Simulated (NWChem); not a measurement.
Species: MoH$_{2}$O$_{4}$; SMILES [O]=[Mo](=[O])([OH])[OH]

```xyz
7

Mo     0.0000     0.0000     0.0519
O     -0.1183     1.3566     1.0247
O      0.1183    -1.3566     1.0247
O      1.5213     0.1538    -1.0166
H      2.1828    -0.5343    -1.1558
O     -1.5213    -0.1538    -1.0166
H     -2.1828     0.5343    -1.1558
```
Atoms are numbered in this order, from 1.

Results from NWChem. Coordinates come from a PBE0/def2-SVP (def2 core potentials past Kr) optimisation.

### Question
Estimate the computed values for B3LYP/STO-3G (all-electron, non-relativistic). Quantities: highest occupied level (eV); orbital gap (eV); dipole (D).

### Answer
```
Item                         Result
---------------------------  ------
highest occupied level (eV)   -4.21
orbital gap (eV)               6.53
dipole (D)                     1.68
```
